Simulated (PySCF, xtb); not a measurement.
H2O4P, SMILES [O]P(=O)(O)O, multiplicity 2.

The structure is a stationary point at PBE0-D3(BJ)/def2-SVP. The isomer is the one that the SMILES or the coordinates give; other isomers of the formula were not compared. The values are those of a single conformer.

Computed with IEF-PCM-ωB97X/def2-SVP in PySCF 2.14.0.

The values are the electrostatic part of the solvation free energy, E(continuum) − E(gas) at the gas-phase geometry, in a cavity of scaled van der Waals radii (PySCF's table); cavitation and dispersion terms are not included. The dipole moment in vacuum is 3.98 D.

Task: Estimate the values in water (ε = 78.36), dimethylsulfoxide (ε = 46.83), acetone (ε = 20.49). (Estimate from the structure and the level; the computed values follow.)

Result: 
```tsv
solvent	ε	ΔG(elec) (kcal/mol)	dipole (D)
water	78.36	-12.0	4.77
dimethylsulfoxide	46.83	-11.8	4.76
acetone	20.49	-11.3	4.73
```

For comparison, GFN2-xTB/ALPB(water) (xtb, at the GFN2-xTB geometry, all terms of that model) gives -13.0 kcal/mol.
